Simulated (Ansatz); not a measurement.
Reaction (redistribution): `CC[Si](F)(F)Cl` + `O[SiH](Cl)[O][GeH3]` → `O[SiH](Cl)O[Si](F)(F)Cl` + `C[CH2][GeH3]`

Program: Ansatz. Geometries: PBE0-D4/def2-TZVP. ΔE: electronic, gas phase. CBS: MP2 limit from def2 TZ/QZ plus the TZ coupled-cluster correction, frozen cores. For Ge outer-core shells are correlated without core-valence functions, which leaves a few kJ/mol of doubt a bond. Scalar relativity is left out up to krypton. One conformer a species, not always the lowest.

```json
{"level": "HF/def2-TZVPP", "ΔE (kJ/mol)": "-55.7"}
{"level": "MP2/CBS(def2)", "ΔE (kJ/mol)": "-59.0"}
```

What does CCSD(T)/CBS give? (Estimate.)

The calculation gave: -58.6 kJ/mol. The listed levels differ from it by 2.9, -0.4 kJ/mol.

Largest T1 diagnostic among the species: 0.011.

From PBE to PBE0 (25 % exact exchange), in def2-TZVPP and without D4, ΔE moves by −5.0 kJ/mol.
